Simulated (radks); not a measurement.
Excited configurations of neutral xenon: one electron is placed in a higher orbital outside [Kr] 4d10 5s2 5p5. The ground configuration is [Xe]. Calculated with a radial shooting solver on a logarithmic mesh with Libxc functionals: scalar-relativistic Kohn-Sham, r2SCAN, spin-polarised, spherical densities, finite nucleus; open shells are filled with parallel spins first (spin-orbit coupling, left out, can overturn this in heavy ions); meta-GGA in the generalised Kohn-Sham scheme; Fermi nuclear charge, rms radius 4.7859 fm. Excitation = E - E(ground); binding = E(ion) - E, where the ion is the core of charge +1; n* = 1/sqrt(2 binding) in atomic units, and the quantum defect is n - n*.

| outer orbital | excitation (eV) | binding (eV) | n* | eigenvalue (eV) | <r> (bohr) |
|---|---|---|---|---|---|
| 5d | 10.646 | 2.019 | 2.596 | -0.610 | 6.969 |
| 6s | 8.983 | 3.682 | 1.922 | -2.260 | 5.841 |
| 6p | 10.302 | 2.363 | 2.400 | -1.366 | 8.059 |
| 7s | 11.033 | 1.632 | 2.888 | -1.009 | 12.93 |
| 7p | 11.437 | 1.228 | 3.329 | -0.758 | 16.64 |

The Delta-SCF ionisation energy is 12.665 eV (NIST Atomic Spectra Database: 12.130 eV, measured). Self-interaction in the functional shifts the binding energies and quantum defects, so they are the method's values and not measured ones. Open shells are spherical and high-spin; term and fine-structure splittings are not resolved. Spin-orbit splitting is averaged out at the scalar-relativistic level.
